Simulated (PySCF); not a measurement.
# Core binding energy against partial charge

Compound: C3H11B2N.
Cartesian coordinates in Å at the PBE0-D3(BJ)/def2-SVP level; atoms count from 1:
```xyz
17
C3H11B2N angstrom
C      2.6044    0.7842    0.2355
B      1.5497   -0.0384    1.0498
C      0.7426   -1.2290    0.4621
B     -0.4708   -0.4857   -0.2426
N     -1.6655   -0.2548    0.4372
C     -2.8418    0.4147   -0.0562
H      2.3669    1.8617    0.2672
H      3.5798    0.6968    0.7502
H      2.7348    0.4742   -0.8120
H      1.3163    0.3161    2.1922
H      0.3722   -1.9203    1.2349
H      1.3034   -1.7675   -0.3185
H     -0.3790   -0.0557   -1.3741
H     -1.7516   -0.5886    1.3918
H     -3.0939    1.3036    0.5475
H     -2.6653    0.7465   -1.0883
H     -3.7242   -0.2482   -0.0590
```

Binding energies: delta-SCF UKS SCAN, pcX-2 on the ionised atom, pcseg-1 elsewhere, spin-free X2C (PySCF 2.14.0). Charges: PBE0/pcSseg-1 ground-state density, for the ionised atom.

| atom | environment | C 1s (eV) | Mulliken (e) | IAO (e) | Hirshfeld (e) | ESP (e) |
| --- | --- | --- | --- | --- | --- | --- |
| C3 | sp3 carbon bound to boron | 289.24 | -0.590 | -0.537 | -0.216 | -0.769 |
| C1 | sp3 carbon bound to boron | 289.81 | -0.516 | -0.566 | -0.192 | -0.691 |
| C6 | N-methyl carbon | 291.78 | -0.094 | -0.291 | -0.056 | -0.215 |

Problem. Give the correlation coefficient and slope of binding energy on charge for each scheme.

Solution. Mulliken: r = 1.00, slope 5.0 eV per e; Hirshfeld: r = 1.00, slope 15.4 eV per e; ESP: r = 1.00, slope 4.4 eV per e; IAO: r = 0.95, slope 8.4 eV per e. On 3 points no scheme stands out.

Problem. The point-charge model writes a binding energy as kq + V + constant, with V the potential of the other atoms' charges at the site. What does it give with the IAO charges?

Solution. V = Σ 14.40 eV Å × q/r over all other atoms: +5.56 eV at C3, +6.67 eV at C1, +3.79 eV at C6. Fitting binding energy − V to q gives k = 17.6 eV per e and leaves an rms residual of 0.02 eV, against 0.33 eV for the fit on q alone. The model has no term for differences in relaxation between sites.

The structure is a single PBE0-D3(BJ)/def2-SVP conformer in the gas phase; no vibrational or solvent corrections.
